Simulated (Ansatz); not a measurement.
Basis sets compared for the cluster HfB₁₂ (the lowest singlet isomer of a short search). Total charge 0; singlet. Geometry PBE-D4/def2-SVP. Ansatz on 4 threads of Arm Neoverse V2 on a shared host; times are rough, and most runs start from earlier orbitals.

```xyz
13

Hf   -0.831   -0.223    1.040
B    -0.040   -1.897   -0.374
B    -1.259   -1.319   -1.171
B     1.435    0.660    1.847
B     0.778    1.484    0.631
B     1.698   -0.027    0.270
B    -1.965    1.311   -0.721
B    -0.709    0.391   -1.525
B     0.812    0.635   -0.946
B     1.163   -1.765    0.625
B    -2.309   -0.129   -1.168
B     1.709   -0.861    1.797
B    -0.482    1.740   -0.305
```

In the def2 sets Hf takes a core potential; there is no spin–orbit coupling. The restricted singlet is unstable towards broken spin symmetry in Hartree–Fock (as tested in another run); at PBE-D4/def2-SVP, PBE-D4/def2-TZVP, PBE0-D4/def2-SVP, PBE0-D4/def2-TZVP this wasn't settled. The structure comes from a short search, and lower isomers may exist.

Binding counts from free atoms (Hf triplet, B doublet) in the same basis, without a counterpoise term.

```csv
level,functions,energy (Eh),HOMO (eV),LUMO (eV),binding per atom (eV),wall time
PBE-D4/def2-SVP,200,-345.4208,-5.18,-4.64,5.39,4.3 s
PBE0-D4/def2-SVP,200,-345.4194,-5.84,-4.03,5.25,6 s
```

(1) Estimate the rows for PBE-D4/def2-TZVP, PBE0-D4/def2-TZVP.

Results:

(1) 
```
            level  functions  energy (Eh)  HOMO (eV)  LUMO (eV)  binding per atom (eV)  wall time
 PBE-D4/def2-TZVP        412    -345.7272      -5.20      -4.63                   5.30      8.5 s
PBE0-D4/def2-TZVP        412    -345.7257      -5.82      -3.99                   5.16       27 s
```
